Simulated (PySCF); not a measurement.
# Ca (calcium, neutral) across methods

[Ar] 3d1 4s1, high-spin 3D determinant (an excited configuration). Calculation: PySCF 2.14, in def2-TZVPPD (6s5p3d, 36 functions); no relativity, point nucleus. The B2PLYP total includes its PT2 part (frozen core); its orbital energies are those of the SCF part.

```csv
method,E (hartree),mean ε 3p β (eV),mean ε 4s α (eV),mean ε 3d α (eV),Σ⟨r²⟩ (bohr²),⟨S²⟩
r2SCAN,-677.444,-26.015,-3.486,-0.989,48.65,2.000
PBE,-677.261,-25.296,-3.422,-0.903,48.67,2.000
LDA,-675.644,-25.282,-3.547,-0.827,47.99,2.000
BHandHLYP,-677.481,-29.583,-4.258,-2.133,48.53,2.000
wB97X-V,-677.373,-29.979,-5.185,-3.302,48.69,2.000
B2PLYP,-677.260,-29.706,-4.302,-2.136,49.07,2.000
r2SCAN0,-677.440,-27.994,-3.980,-1.661,48.56,2.000
PBE0,-677.302,-27.556,-3.929,-1.605,48.72,2.000
```

**Question.** Estimate the same row for UHF.

**Answer.** E (hartree) = -676.65684; mean ε 3p β (eV) = -33.583; mean ε 4s α (eV) = -5.169; mean ε 3d α (eV) = -3.207; Σ⟨r²⟩ (bohr²) = 50.77; ⟨S²⟩ = 2.001.
